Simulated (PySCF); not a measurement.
Mo(S)2(F)(Me) (CH3FMoS2), SMILES [CH3][Mo]([F])(=[S])=[S], multiplicity 1. Atoms are numbered in the order given.

```xyz
8

Mo     0.0923    -0.1963     0.0000
S     -0.0354     1.0095    -1.7081
S     -0.0354     1.0095     1.7081
F      1.5037    -1.3748     0.0000
C     -1.7081    -1.2323     0.0000
H     -2.5867    -0.5719     0.0000
H     -1.7201    -1.8602     0.9071
H     -1.7201    -1.8602    -0.9071
```

Geometry optimised at PBE0-D3(BJ)/def2-SVP. The spin state was assumed, not searched. The structure was generated by enumeration; whether it is a known compound was not checked. The def2 effective core potentials stand for the cores of Mo; spin–orbit coupling is left out.

Level of theory: PBE/def2-TZVP (PySCF).

ESP charges are fitted to the potential on shells at 1.4 to 2.0 van der Waals radii. Atomic charges (e):

| atom | Löwdin | ESP fit | Mulliken |
|---|---|---|---|
| Mo1 | -0.14 | 0.52 | (withheld) |
| S2 | 0.19 | -0.15 | -0.33 |
| S3 | 0.19 | -0.15 | -0.33 |
| F4 | -0.19 | -0.18 | -0.39 |
| C5 | -0.46 | -0.59 | (withheld) |
| H6 | 0.14 | 0.17 | (withheld) |
| H7 | 0.14 | 0.20 | (withheld) |
| H8 | 0.14 | 0.20 | (withheld) |

**Question.** Complete the blanks. (Estimate from the structure and the level; the computed values follow.)

**Answer.** 
- Mo1, Mulliken: 1.12
- C5, Mulliken: -0.55
- H6, Mulliken: 0.17
- H7, Mulliken: 0.16
- H8, Mulliken: 0.16
